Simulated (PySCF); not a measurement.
Isomers of CH7B2N. All species are isolated molecules in the gas phase. One relaxed conformer stands for each flexible species; it need not be the lowest. Strings in code marks are SMILES.

The four lowest singlet excitations (Tamm–Dancoff). Computed with PBE-D3(BJ)/def2-TZVP // B3LYP-D3(BJ)/def2-TZVP in PySCF. Excitations are Tamm–Dancoff values on a coarser integration grid. The basis has no diffuse functions, so Rydberg states are missing or too high.

| state | energy (eV) | wavelength (nm) | oscillator strength |
|---|---|---|---|
| S1 | 5.32 | 233 | 0.000 |
| S2 | 5.84 | 212 | 0.000 |
| S3 | 6.02 | 206 | 0.184 |
| S4 | 6.61 | 188 | 0.013 |

**Question.** Which member gives these states?
A) `BNBC` (B–N–B–C torsion 180°)
B) `BN(B)C`
C) `BCBN`
D) `BC(B)N`

**Answer.** B, `BN(B)C`
